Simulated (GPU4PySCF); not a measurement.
Computed IR spectrum (relative IR intensity) of a molecule C9H14O3Si. The structure is a stationary point at PBE-D3(BJ)/def2-TZVP. The values are those of a single conformer. Computed with PBE-D3(BJ)/def2-TZVP (GPU4PySCF). Frequencies are harmonic and unscaled.

| ν (cm⁻¹) | relative intensity |
|---|---|
| 165 | 3.2 |
| 469 | 17 |
| 478 | 5.0 |
| 647 | 4.4 |
| 689 | 8.9 |
| 730 | 5.8 |
| 741 | 24 |
| 809 | 16 |
| 817 | 30 |
| 1074 | 100 |
| 1078 | 60 |
| 1117 | 18 |
| 1164 | 13 |
| 1167 | 22 |
| 1171 | 3.0 |
| 1420 | 2.7 |
| 1447 | 3.1 |
| 2932 | 26 |
| 2940 | 17 |
| 2990 | 15 |
| 2999 | 7.6 |
| 3035 | 20 |
| 3115 | 4.6 |
| 3123 | 4.1 |

Identify the compound among the candidates.
A. COC(=O)c1occc1[Si](C)(C)C
B. C#C/C(=C\C=C)[Si](OC)(OC)OC
C. COC(=O)c1cc([Si](C)(C)C)co1
D. CO[Si](OC)(OC)c1ccccc1

D, CO[Si](OC)(OC)c1ccccc1
